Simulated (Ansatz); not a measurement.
Wavefunction ladder for C6H15FO3Sn, SMILES `CC[O][Sn]([F])([O]CC)[O]CC`

Z-matrix (Å, degrees):
```
C
C 1 1.508
H 1 1.093 2 110.3
H 1 1.092 2 110.5 3 120.0
H 1 1.092 2 110.6 3 -120.0
O 2 1.423 1 108.4 3 179.6
H 2 1.098 1 110.0 3 58.9
H 2 1.097 1 110.2 3 -59.4
Sn 6 1.939 2 120.8 1 175.0
F 9 1.908 6 106.5 2 -47.6
O 9 1.932 6 108.4 2 -167.9
O 9 1.932 6 115.5 2 68.6
C 11 1.424 9 120.7 6 44.9
C 12 1.424 9 120.0 6 78.4
C 13 1.508 11 108.3 9 -170.4
H 13 1.097 11 110.0 9 69.2
H 13 1.097 11 110.7 9 -49.5
C 14 1.508 12 108.2 9 174.5
H 14 1.098 12 110.3 9 -65.0
H 14 1.097 12 110.6 9 53.7
H 15 1.092 13 110.5 11 -59.2
H 15 1.092 13 110.6 11 60.8
H 15 1.093 13 110.3 11 -179.2
H 18 1.092 14 110.5 12 -60.4
H 18 1.092 14 110.5 12 59.6
H 18 1.093 14 110.3 12 179.6
```

The species carries charge 0 and has multiplicity 1. Correlated methods include outer-core shells of Sn, which these sets cover unevenly. Sn takes the def2 core potential. Geometry: relaxed with PBE0-D4/def2-TZVP. It is one conformer, not always the lowest. Frozen core, restricted reference, Ansatz.

| basis | HF (Eh) | MP2 corr. |
| --- | --- | --- |
| def2-SVP | -772.92660 | -1.71019 |
| def2-TZVPP | -773.61657 | -2.32814 |
| def2-QZVPP | -773.64759 | -2.69123 |

**Question.** Estimate the CCSD correlation energy and the (T) correction in each basis where they were run (hartree).

**Answer.** 
| basis | CCSD corr. | (T) |
| --- | --- | --- |
| def2-SVP | -1.80532 | -0.04843 |
| def2-TZVPP | -2.38680 | -0.08937 |
